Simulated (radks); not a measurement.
Fractional charge and spin in the 4s shell of nickel: the spin-up occupation runs from 0 to 1 and the spin-down occupation from 0 to 1; the fullest corner is Ni, [Ar] 3d(up 4, down 4) 4s(up 1, down 1). Calculated with a radial shooting solver on a logarithmic mesh with Libxc functionals: scalar-relativistic Kohn-Sham, PBE, spin-polarised, spherical densities, finite nucleus; Fermi nuclear charge, rms radius of each element as measured or else 0.836 A^(1/3) + 0.57 fm. Energy (eV) above the fullest corner. The planes named below are the two flat planes that join the four corners, with an edge along up + down = one added electron.

down \ up,0,0.5,1
0,26.674,16.861,9.042
0.5,16.861,9.323,3.655
1,9.042,3.655,0.000

Corners above the fullest one (they belong to Ni+ and the next ion): (up 1, down 0) 9.042 eV, (up 0, down 1) 9.042 eV, (up 0, down 0) 26.674 eV. With half an added electron in each spin the energy lies 0.281 eV from the planes, and with half an added electron in spin up alone -0.997 eV. The planes are only a guide here: the flat-plane condition holds for ground states with one frontier orbital, while other shells are open and held unpolarised.
